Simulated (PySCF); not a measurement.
P⁺: ionisation energy

P⁺ [Ne] 3s2 3p2 (3P) → P²⁺ [Ne] 3s2 3p1 (2P), as a difference of total energies. Computed with PySCF 2.14 in Sapporo-DZP-2012, with the spin-free X2C one-electron Hamiltonian (Gaussian nucleus). Correlated levels: valence: [Ne] frozen. The calculations carry no spin-orbit coupling.

```json
{"method": "UHF", "ionisation energy (eV)": "19.200"}
{"method": "PBE", "ionisation energy (eV)": "19.814"}
{"method": "PBE0", "ionisation energy (eV)": "19.852"}
{"method": "MP2 (valence)", "ionisation energy (eV)": "19.542"}
{"method": "SCS-MP2 (valence)", "ionisation energy (eV)": "19.467"}
{"method": "CCSD (valence)", "ionisation energy (eV)": "19.601"}
{"method": "CCSD(T) (valence)", "ionisation energy (eV)": "19.612"}
```

**Question.** How much does correlation contribute at CCSD(T) (valence)?

**Answer.** 19.612 − (19.200) = 0.412 eV, measured against UHF.

The reference lies between the lowest fine-structure levels, while these numbers refer to the centres of the terms.

Errors of the correlated levels include the incompleteness of this basis and the frozen core.

For comparison: 19.769 eV (semi-empirical (NIST evaluation); NIST Atomic Spectra Database, ionization energies).
